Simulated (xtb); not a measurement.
xtb input (GFN2-xTB):

```bash
xtb mol.xyz --gfn 2 --sp --chrg 0 --uhf 0
```
mol.xyz:
```
3

C     -0.56687313     0.45164240    -0.01738260
F      0.52970873    -0.26358262     0.01653168
H     -1.36613982    -0.33761083    -0.04448949
```

Output:

```
           -------------------------------------------------
          |                Calculation Setup                |
           -------------------------------------------------

           -------------------------------------------------
          |                 G F N 2 - x T B                 |
           -------------------------------------------------

        Reference                      10.1021/acs.jctc.8b01176
      * Hamiltonian:
        H0-scaling (s, p, d)           1.850000    2.230000    2.230000
        zeta-weighting                 0.500000
      * Dispersion:
        s8                             2.700000
        a1                             0.520000
        a2                             5.000000
        s9                             5.000000
      * Repulsion:
        kExp                           1.500000    1.000000
        rExp                           1.000000
      * Coulomb:
        alpha                          2.000000
        third order                    shell-resolved
        anisotropic                    true
        a3                             3.000000
        a5                             4.000000
        cn-shift                       1.200000
        cn-exp                         4.000000
        max-rad                        5.000000

          ...................................................
          :                      SETUP                      :
          :.................................................:
          :  # basis functions                   9          :
          :  # atomic orbitals                   9          :
          :  # shells                            5          :
          :  # electrons                        12          :
          :  max. iterations                   250          :
          :  Hamiltonian                  GFN2-xTB          :
          :  restarted?                      false          :
          :  GBSA solvation                  false          :
          :  PC potential                    false          :
          :  electronic temp.          300.0000000     K    :
          :  accuracy                    1.0000000          :
          :  -> integral cutoff          0.2500000E+02      :
          :  -> integral neglect         0.1000000E-07      :
          :  -> SCF convergence          0.1000000E-05 Eh   :
          :  -> wf. convergence          0.1000000E-03 e    :
          :  Broyden damping             0.4000000          :
          :  net charge                          0          :
          :  unpaired electrons                  0          :
          ...................................................

 iter      E             dE          RMSdq      gap      omega  full diag
   1     -7.2479710 -0.724797E+01  0.102E+01    1.70       0.0  T
   2     -7.2505838 -0.261279E-02  0.623E+00    1.58       1.0  T
   3     -7.2511060 -0.522195E-03  0.728E-01    1.41       1.0  T
   4     -7.2505384  0.567626E-03  0.795E-01    1.54       1.0  T
   5     -7.2516102 -0.107178E-02  0.314E-01    1.51       1.0  T
   6     -7.2516986 -0.884506E-04  0.196E-01    1.48       1.0  T
   7     -7.2518022 -0.103565E-03  0.212E-02    1.49       2.7  T
   8     -7.2518031 -0.959975E-06  0.308E-03    1.50      18.7  T
   9     -7.2518031 -0.130329E-08  0.523E-04    1.50     110.3  T
  10     -7.2518031 -0.228493E-10  0.344E-04    1.50     167.6  T

   *** convergence criteria satisfied after 10 iterations ***

         #    Occupation            Energy/Eh            Energy/eV
      -------------------------------------------------------------
         1        2.0000           -0.8744039             -23.7937
         2        2.0000           -0.6428992             -17.4942
         3        2.0000           -0.5838759             -15.8881
         4        2.0000           -0.5752746             -15.6540
         5        2.0000           -0.5394950             -14.6804
         6        2.0000           -0.4208457             -11.4518 (HOMO)
         7                         -0.3658746              -9.9560 (LUMO)
         8                          0.0836803               2.2771
         9                          0.1624155               4.4196
      -------------------------------------------------------------
                  HL-Gap            0.0549711 Eh            1.4958 eV
             Fermi-level           -0.3933601 Eh          -10.7039 eV

 SCC (total)                   0 d,  0 h,  0 min,  0.003 sec
 SCC setup                      ...        0 min,  0.000 sec (  7.171%)
 Dispersion                     ...        0 min,  0.000 sec (  2.037%)
 classical contributions        ...        0 min,  0.000 sec (  1.181%)
 integral evaluation            ...        0 min,  0.000 sec (  8.360%)
 iterations                     ...        0 min,  0.002 sec ( 61.823%)
 molecular gradient             ...        0 min,  0.000 sec ( 10.931%)
 printout                       ...        0 min,  0.000 sec (  6.750%)

         :::::::::::::::::::::::::::::::::::::::::::::::::::::
         ::                     SUMMARY                     ::
         :::::::::::::::::::::::::::::::::::::::::::::::::::::
         :: total energy              -7.225110095668 Eh    ::
         :: gradient norm              0.019730028395 Eh/a0 ::
         :: HOMO-LUMO gap              1.495839514675 eV    ::
         ::.................................................::
         :: SCC energy                -7.251803147131 Eh    ::
         :: -> isotropic ES           -0.001730723287 Eh    ::
         :: -> anisotropic ES         -0.000262640993 Eh    ::
         :: -> anisotropic XC          0.002978773475 Eh    ::
         :: -> dispersion             -0.000382257483 Eh    ::
         :: repulsion energy           0.026693051463 Eh    ::
         :: add. restraining           0.000000000000 Eh    ::
         :: total charge              -0.000000000000 e     ::
         :::::::::::::::::::::::::::::::::::::::::::::::::::::

           -------------------------------------------------
          |                Property Printout                |
           -------------------------------------------------

    * Orbital Energies and Occupations

         #    Occupation            Energy/Eh            Energy/eV
      -------------------------------------------------------------
         1        2.0000           -0.8744039             -23.7937
         2        2.0000           -0.6428992             -17.4942
         3        2.0000           -0.5838759             -15.8881
         4        2.0000           -0.5752746             -15.6540
         5        2.0000           -0.5394950             -14.6804
         6        2.0000           -0.4208457             -11.4518 (HOMO)
         7                         -0.3658746              -9.9560 (LUMO)
         8                          0.0836803               2.2771
         9                          0.1624155               4.4196
      -------------------------------------------------------------
                  HL-Gap            0.0549711 Eh            1.4958 eV
             Fermi-level           -0.3933601 Eh          -10.7039 eV

     #   Z          covCN         q      C6AA      α(0)
     1   6 C        1.703    -0.004    31.538     9.094
     2   9 F        0.784    -0.068     9.958     3.727
     3   1 H        0.919     0.072     2.062     2.246

 Mol. C6AA /au·bohr⁶  :        102.332539
 Mol. C8AA /au·bohr⁸  :       2289.615825
 Mol. α(0) /au        :         15.067123

Wiberg/Mayer (AO) data.
largest (>0.10) Wiberg bond orders for each atom

 ---------------------------------------------------------------------------
     #   Z sym  total        # sym  WBO       # sym  WBO       # sym  WBO
Note: The following floating-point exceptions are signalling: IEEE_DENORMAL
normal termination of xtb
 ---------------------------------------------------------------------------
     1   6 C    2.354 --     2 F    1.375     3 H    0.979
     2   9 F    1.390 --     1 C    1.375
     3   1 H    0.995 --     1 C    0.979
 ---------------------------------------------------------------------------

Topologies differ in total number of bonds
Writing topology from bond orders to xtbtopo.mol

molecular dipole:
                 x           y           z       tot (Debye)
 q only:       -0.250      -0.016      -0.008
   full:       -0.231      -0.473      -0.008       1.337
molecular quadrupole (traceless):
                xx          xy          yy          xz          yz          zz
 q only:        0.404       0.235      -0.195       0.020       0.008      -0.209
  q+dip:        0.307       1.981      -0.631       0.003       0.062       0.324
   full:        0.103       1.687      -1.598      -0.042       0.049       1.495

           -------------------------------------------------
          | TOTAL ENERGY               -7.225110095668 Eh   |
          | GRADIENT NORM               0.019730028395 Eh/α |
          | HOMO-LUMO GAP               1.495839514675 eV   |
           -------------------------------------------------

------------------------------------------------------------------------
------------------------------------------------------------------------
 total:
 SCF:
```
